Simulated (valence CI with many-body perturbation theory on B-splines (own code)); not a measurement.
# Energy levels of Hf58+

Computed by valence CI with perturbative core correlation (CI+MBPT): four valence electrons over a frozen Dirac-Fock core [Ne], radial functions for each j: 11 s, 11 p, 10 d, 8 f, 5 g, 2 h, with the one-electron correlation potential Σ1 (screened to all orders), the two-electron term Σ2, the three-electron term Σ3, Breit, model QED; selected single and double excitations, second order for the rest, scaled by the run's own slope (own B-spline code, finite nucleus).

No measured spectrum was set against this ion. As an estimate, large intervals hold to a few tenths of a per cent, small ones and those within an open d or f shell to about a per cent. Among the levels kept, up to 560 cm⁻¹ of a level comes from second order outside the variational space, and about a tenth of that is noise between levels of different J, which matters for small intervals.

Levels 91 to 135 of 167, with energies above the lowest level, (3s^2 3p1/2^2) J=0. "Leading %" is the weight of the configuration and term that name the level; weights of strongly mixed levels are sums over their largest components and can fall short. In the jj column 3d3/2^4 stands for four electrons in 3d with j = 3/2. Lifetimes count E1, E2, E3, M1 and M2 decay at the calculated energies, and are blank where another channel may lead or the interval is too uncertain; long ones can be off by a factor of two.

```csv
No.,Configuration,Term,J,E (eV),Leading %,Lifetime,Second component,g,Leading jj
91,3p³3d,¹P°,1,1288.7,16,1.12 ps,15 % 3s3p3d² ⁵P°,1.328,3p1/2^2 3p3/2 3d5/2 (64 %)
92,3p⁴,³P,1,1291.4,82,288 fs,8 % 3s3p²3d ¹P,1.434,3p1/2 3p3/2^3 (82 %)
93,3s3p3d²,³G°,3,1295.4,44,1.99 ps,14 % 3s3p3d² ³F°,0.995,3s 3p1/2 3d3/2 3d5/2 (94 %)
94,3s3p3d²,³G°,5,1296.1,35,3.68 ps,28 % 3s3p3d² ³H°,1.133,3s 3p1/2 3d3/2 3d5/2 (96 %)
95,3s3p3d²,³H°,4,1298.6,49,2.31 ps,8 % 3s3p3d² ¹G°,0.938,3s 3p1/2 3d3/2 3d5/2 (96 %)
96,3s3p3d²,¹D°,2,1301.9,23,1.96 ps,13 % 3s3p3d² ³F°,1.009,3s 3p1/2 3d3/2 3d5/2 (91 %)
97,3s3p3d²,³D°,1,1308.5,52,1.36 ps,8 % 3s3p3d² ³P°,0.950,3s 3p1/2 3d3/2 3d5/2 (87 %)
98,3s3p3d²,³P°,0,1311.2,45,1.51 ps,27 % 3s3p3d² ¹S°,,3s 3p1/2 3d3/2 3d5/2 (88 %)
99,3s3p²3d,⁵P,1,1311.9,35,375 fs,20 % 3s3p²3d ³P,1.709,3s 3p3/2^2 3d3/2 (94 %)
100,3s3p²3d,⁵P,2,1312.5,19,354 fs,19 % 3s3p²3d ⁵D,1.332,3s 3p3/2^2 3d3/2 (78 %)
101,3s3p²3d,³F,3,1312.6,24,496 fs,24 % 3s3p²3d ⁵D,1.298,3s 3p3/2^2 3d3/2 (92 %)
102,3s3p3d²,⁵D°,3,1314.1,29,400 fs,13 % 3s3p3d² ⁵F°,1.295,3s 3p1/2 3d3/2 3d5/2 (89 %)
103,3s3p3d²,⁵D°,2,1319.0,23,415 fs,12 % 3s3p3d² ³P°,1.369,3s 3p1/2 3d3/2 3d5/2 (96 %)
104,3s3p3d²,³F°,4,1320.1,39,426 fs,28 % 3s3p3d² ⁵D°,1.260,3s 3p1/2 3d3/2 3d5/2 (86 %)
105,3s3p²3d,³F,4,1320.9,45,489 fs,20 % 3s3p²3d ⁵F,1.213,3s 3p3/2^2 3d3/2 (94 %)
106,3s3p3d²,³F°,2,1330.5,24,327 fs,18 % 3s3p3d² ³D°,1.161,3s 3p1/2 3d3/2 3d5/2 (86 %)
107,3s3p3d²,³G°,3,1332.3,35,453 fs,18 % 3s3p3d² ³F°,0.976,3s 3p1/2 3d3/2 3d5/2 (93 %)
108,3s3p3d²,³D°,1,1338.6,32,312 fs,13 % 3s3p3d² ¹P°,1.046,3s 3p1/2 3d3/2 3d5/2 (83 %)
109,3s3p²3d,³D,1,1343.9,53,289 fs,12 % 3s3p²3d ⁵F,0.756,3s 3p3/2^2 3d3/2 (92 %)
110,3s3p²3d,³P,0,1351.7,86,241 fs,11 % 3s3p²3d ⁵D,,3s 3p3/2^2 3d3/2 (80 %)
111,3s3p²3d,³D,2,1356.1,50,300 fs,15 % 3s3p²3d ¹D,1.136,3s 3p3/2^2 3d3/2 (91 %)
112,3s3p²3d,³F,3,1357.9,35,227 fs,27 % 3s3p²3d ¹F,1.001,3s 3p3/2^2 3d3/2 (94 %)
113,3s3p3d²,³F°,4,1359.4,31,1.56 ps,23 % 3s3p3d² ⁵D°,1.249,3s 3p1/2 3d5/2^2 (92 %)
114,3s3p²3d,⁵F,5,1361.6,58,2.27 ps,41 % 3s3p²3d ³G,1.305,3s 3p3/2^2 3d5/2 (99 %)
115,3s3p²3d,³D,1,1364.0,57,209 fs,17 % 3s3p²3d ³P,0.910,3s 3p3/2^2 3d3/2 (90 %)
116,3s3p²3d,³F,4,1366.6,53,1.32 ps,31 % 3s3p²3d ⁵D,1.297,3s 3p3/2^2 3d5/2 (96 %)
117,3s3p²3d,³F,2,1368.3,28,171 fs,23 % 3s3p²3d ³D,1.034,3s 3p3/2^2 3d3/2 (84 %)
118,3s3p3d²,³D°,2,1370.9,25,1.69 ps,19 % 3s3p3d² ³P°,1.326,3s 3p1/2 3d5/2^2 (97 %)
119,3s3p3d²,³G°,5,1372.2,30,2.56 ps,24 % 3s3p3d² ⁵G°,1.195,3s 3p1/2 3d5/2^2 (95 %)
120,3s3p3d²,³F°,3,1384.7,27,1.89 ps,17 % 3s3p3d² ⁵D°,1.216,3s 3p1/2 3d5/2^2 (97 %)
121,3s3p3d²,³G°,4,1387.0,29,1.89 ps,16 % 3s3p3d² ³H°,1.068,3s 3p1/2 3d5/2^2 (94 %)
122,3p²3d²,³F,2,1388.9,39,4.60 ps,24 % 3p²3d² ⁵G,0.745,3p1/2^2 3d3/2^2 (97 %)
123,3s3p²3d,³P,0,1390.8,56,652 fs,37 % 3s3p²3d ¹S,,3s 3p3/2^2 3d5/2 (76 %)
124,3s3p3d²,³D°,3,1391.3,33,1.18 ps,16 % 3s3p3d² ³F°,1.152,3s 3p1/2 3d5/2^2 (87 %)
125,3s3p3d²,³D°,2,1394.5,27,1.33 ps,21 % 3s3p3d² ³F°,1.091,3s 3p1/2 3d5/2^2 (90 %)
126,3s3p²3d,³P,1,1394.7,39,590 fs,24 % 3s3p²3d ¹P,1.466,3s 3p3/2^2 3d5/2 (94 %)
127,3s3p²3d,³D,3,1395.0,45,829 fs,24 % 3s3p²3d ¹F,1.212,3s 3p3/2^2 3d5/2 (94 %)
128,3s3p3d²,³P°,1,1397.2,33,1.16 ps,18 % 3s3p3d² ³D°,1.248,3s 3p1/2 3d5/2^2 (90 %)
129,3s3p3d²,³P°,0,1398.9,76,1.56 ps,15 % 3s3p3d² ⁵D°,,3s 3p1/2 3d5/2^2 (96 %)
130,3s3p²3d,³D,3,1411.5,77,456 fs,6 % 3s3p²3d ³F,1.294,3s 3p3/2^2 3d5/2 (98 %)
131,3p²3d²,³P,0,1412.8,57,4.95 ps,29 % 3p²3d² ⁵D,,3p1/2^2 3d3/2^2 (97 %)
132,3s3p²3d,³F,4,1414.0,63,324 fs,18 % 3s3p²3d ¹G,1.174,3s 3p3/2^2 3d5/2 (98 %)
133,3s3p²3d,³D,2,1415.5,31,694 fs,25 % 3s3p²3d ³P,1.247,3s 3p3/2^2 3d5/2 (91 %)
134,3s3p3d²,³P°,1,1415.9,49,1.26 ps,17 % 3s3p3d² ¹P°,1.287,3s 3p1/2 3d5/2^2 (92 %)
135,3s3p²3d,¹D,2,1425.9,45,524 fs,26 % 3s3p²3d ³D,1.101,3s 3p3/2^2 3d5/2 (96 %)
```
